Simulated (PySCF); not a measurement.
Job file and geometry (Å, from GFN2-xTB) of an NMR shielding run on `OC[C@@H](F)C(F)(F)F`, C$_{3}$H$_{4}$F$_{4}$O, GIAO PBE0/pcSseg-1 NMR shielding, non-relativistic, gas phase in PySCF 2.14.0, density-fitted response routines; density fitting, a coarse starting grid and PySCF grid level 2 are the driver's defaults:

```
{"job": {"kind": "nmr", "xc": "PBE0", "basis": "pcSseg-1"}, "charge": 0, "multiplicity": 1}
O     -1.347431     1.249776     0.264876
C     -1.192337    -0.133825     0.268062
C      0.117205    -0.594037    -0.393730
F      0.082047    -0.283396    -1.731555
C      1.353618     0.086185     0.213440
F      1.363339    -0.064563     1.543423
F      1.418912     1.387004    -0.050690
F      2.485513    -0.465675    -0.242802
H     -1.319622     1.580368    -0.642435
H     -1.190299    -0.445679     1.315099
H     -2.017361    -0.636690    -0.256921
H      0.247613    -1.680154    -0.312794
```

Task: What does the program print?

Result: 
```
coarse grid: 11168 points
cycle   1  E = -590.3925767386  dE =  1.261e+00  |g| = 1.113e+00  |ddm| = 2.910e+00
cycle   2  E = -590.1413528042  dE =  2.512e-01  |g| = 1.705e+00  |ddm| = 1.563e+00
cycle   3  E = -590.5977576731  dE = -4.564e-01  |g| = 6.879e-02  |ddm| = 1.011e+00
cycle   4  E = -590.5983553372  dE = -5.977e-04  |g| = 4.263e-02  |ddm| = 6.920e-02
cycle   5  E = -590.5986910349  dE = -3.357e-04  |g| = 1.061e-02  |ddm| = 3.081e-02
cycle   6  E = -590.5987059321  dE = -1.490e-05  |g| = 2.848e-03  |ddm| = 6.873e-03
cycle   7  E = -590.5987072307  dE = -1.299e-06  |g| = 4.221e-04  |ddm| = 2.146e-03
final grid: 112736 points
cycle   8  E = -590.6812247106  dE = -4.844e-05  |g| = 9.376e-03  |ddm| = 2.300e-02
cycle   9  E = -590.6812089782  dE =  1.573e-05  |g| = 1.363e-02  |ddm| = 1.337e-02
cycle  10  E = -590.6812410070  dE = -3.203e-05  |g| = 7.667e-04  |ddm| = 7.684e-03
cycle  11  E = -590.6812411091  dE = -1.021e-07  |g| = 2.450e-04  |ddm| = 7.119e-04
cycle  12  E = -590.6812411192  dE = -1.011e-08  |g| = 6.547e-05  |ddm| = 1.767e-04
cycle  13  E = -590.6812411198  dE = -5.762e-10  |g| = 1.938e-05  |ddm| = 4.738e-05
converged SCF energy = -590.6812411198

GIAO shielding tensors (ppm)
atom      isotropic    diamagn.    paramagn.     s11        s22        s33       span
  0 O      318.035     388.240     -70.205    282.821    319.135    352.149     69.328
  1 C      120.428     242.755    -122.327    100.561    112.645    148.077     47.516
  2 C       91.759     245.836    -154.077     66.213     85.921    123.143     56.930
  3 F      415.757     473.159     -57.402    376.366    419.236    451.668     75.302
  4 C       55.254     240.772    -185.518     50.329     53.748     61.686     11.357
  5 F      264.851     473.594    -208.743    185.645    268.114    340.793    155.148
  6 F      264.288     473.078    -208.791    186.009    272.762    334.092    148.084
  7 F      255.372     470.920    -215.548    170.866    246.356    348.895    178.029
  8 H       30.446      31.710      -1.264     21.686     28.419     41.232     19.546
  9 H       27.459      28.381      -0.922     24.345     26.507     31.523      7.178
 10 H       27.210      28.172      -0.962     22.277     26.428     32.925     10.649
 11 H       26.952      29.333      -2.381     24.664     26.603     29.590      4.926
```

Task: Turn these shieldings into chemical shifts. δ = σ(ref) − σ, references computed at the same level: H2O for ¹⁷O (σ = 336.08 ppm); ¹³C (σ = 186.93 ppm), ¹H (σ = 31.72 ppm) against TMS; ¹⁹F (σ = 170.95 ppm) against CFCl3.

Result: Averaging equivalent atoms: O 0: 18.0; C 4: 131.7; C 2: 95.2; C 1: 66.5; F 5/6/7: -90.6; F 3: -244.8; H 11: 4.76; H 10: 4.51; H 9: 4.26; H 8: 1.27 ppm. Unscaled 19F shifts against computed CFCl3 carry errors that often reach 10 to 50 ppm. Experimental scales use liquid or dissolved standards, which lie at an offset from isolated H2O (liquid H2O: subtract about 36 ppm).

Size and cost of the density-fitted run: 156 basis functions, 16 s wall time on 1 thread of an x86-64 server CPU, shared host.
